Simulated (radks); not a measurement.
Results of a calculation; reference values are marked as such.
The oxygen anion O2-, [Ne], held by a Watson sphere: a shell of charge +2 at radius R that stands for the Madelung well of a crystal (potential energy -2/R inside, -2/r outside, in hartree with lengths in bohr). Code: a radial shooting solver on a logarithmic mesh with Libxc functionals. Model: scalar-relativistic Kohn-Sham, LDA (Slater exchange, Perdew-Wang correlation), spin-polarised, spherical densities, finite nucleus; Fermi nuclear charge, rms radius of each element as measured or else 0.836 A^(1/3) + 0.57 fm. Response by self-consistent Sternheimer equations with the Hartree and adiabatic LDA kernel, the relativistic mass of each level held fixed and spin-orbit coupling left out. The sphere does not respond.

\begin{tabular}{lrrrrrrr}
R (bohr) & e(1s) (eV) & e(2s) (eV) & e(2p) (eV) & <r> 2p (bohr) & sum of <r^2> (bohr^2) & X-ray form factor at sin(theta)/lambda = 0.2 1/angstrom & alpha (bohr^3) \\ \hline
1.64 & -504.51 & -23.704 & -9.263 & 1.401 & 19.18 & 6.313 & 10.20 \\
1.69 & -504.56 & -23.434 & -9.061 & 1.414 & 19.54 & 6.277 & 10.74 \\
2.02 & -504.64 & -21.824 & -7.807 & 1.496 & 21.87 & 6.080 & 14.95 \\
2.13 & -504.60 & -21.356 & -7.424 & 1.521 & 22.65 & 6.027 & 16.66 \\
2.18 & -504.58 & -21.154 & -7.256 & 1.533 & 22.99 & 6.005 & 17.50 \\
2.54 & -504.30 & -19.885 & -6.159 & 1.611 & 25.51 & 5.875 & 24.76 \\
2.63 & -504.21 & -19.613 & -5.914 & 1.629 & 26.15 & 5.850 & 26.96 \\
3 & -503.83 & -18.657 & -5.021 & 1.702 & 28.79 & 5.770 & 37.99 \\
3.65 & -503.19 & -17.454 & -3.823 & 1.820 & 33.71 & 5.697 & 67.69 \\
\end{tabular}
